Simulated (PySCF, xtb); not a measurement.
Sn(F)(Cl)(NH2)2 (ClFH₄N₂Sn), SMILES [NH2][Sn]([NH2])([F])[Cl]. One conformer was computed; it need not be the lowest.

Harmonic wavenumbers (cm⁻¹) from GFN2-xTB in xtb 6.7.1 at its own minimum, in rising order: 74, 91, 104, 111, 121, 128, 134, 296, 372, 460, 524, 740, 756, 783, 800, 1440, 1453, 3357, 3359, 3389, 3390.

Task: What does PBE-D3(BJ)/def2-SVP run with PySCF give at its own minimum? (The exact figures need the calculation; the answer reports its results.)

Result: 91, 100, 114, 139, 159, 164, 218, 357, 533, 555, 603, 666, 673, 862, 867, 1481, 1485, 3400, 3401, 3501, 3504. Paired by order, the mean absolute difference is 62 cm⁻¹ and the zero-point energies are 31.3 and 32.7 kcal/mol.
